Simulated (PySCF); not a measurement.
Dissociation curve of SMILES B. The B1–H4 bond (B1 also carries H, H; H4 carries nothing else) is stretched with both fragments frozen at the PBE0/def2-TZVP optimised geometry.

Methods: CASSCF(2,2)/cc-pVDZ (PySCF); RMP2 = PySCF with MP2 on RHF/cc-pVDZ, 1 core orbital frozen; RCCSD(T) = CCSD(T) on RHF/cc-pVDZ, 1 core orbital frozen (PySCF 2.14.0); UCCSD(T) = CCSD(T) on UHF/cc-pVDZ, 1 core orbital frozen (PySCF).

Energies relative to the lowest point of each curve near equilibrium, in eV:

| R / Å | CASSCF(2,2) | RMP2 | RCCSD(T) |
|---|---|---|---|
| 0.90 | 2.084 | 1.975 | 1.996 |
| 1.07 | 0.333 | 0.278 | 0.288 |
| 1.12 | 0.136 | 0.099 | 0.105 |
| 1.16 | 0.046 | 0.024 | 0.027 |
| 1.19 | 0.011 | 0.000 | 0.000 |
| 1.40 | 0.264 | 0.350 | 0.322 |
| 1.48 | 0.493 | 0.623 | 0.579 |
| 1.60 | 0.890 | 1.094 | 1.022 |
| 1.77 | 1.486 | 1.808 | 1.682 |
| 2.37 | 3.175 | 4.039 | 3.538 |
| 2.92 | 3.894 | 5.367 | 4.276 |
| 3.21 | 4.050 | 5.807 | 4.384 |

Estimate the UCCSD(T) values at these points.

0.90: 1.996; 1.07: 0.288; 1.12: 0.105; 1.16: 0.027; 1.19: 0.000; 1.40: 0.322; 1.48: 0.579; 1.60: 1.022; 1.77: 1.682; 2.37: 3.575; 2.92: 4.402; 3.21: 4.544 (eV).

The restricted form behind RMP2 keeps the bonding electrons paired and can't separate into open-shell fragments. The T1 diagnostic of CCSD on the restricted reference of RMP2, RCCSD(T) exceeds 0.045 at 2.60 to 4.16 Å. The unrestricted determinant behind UCCSD(T) is spin-contaminated at 1.95 to 4.16 Å (<S²> up to 1.0, against 0.00 for a pure singlet).
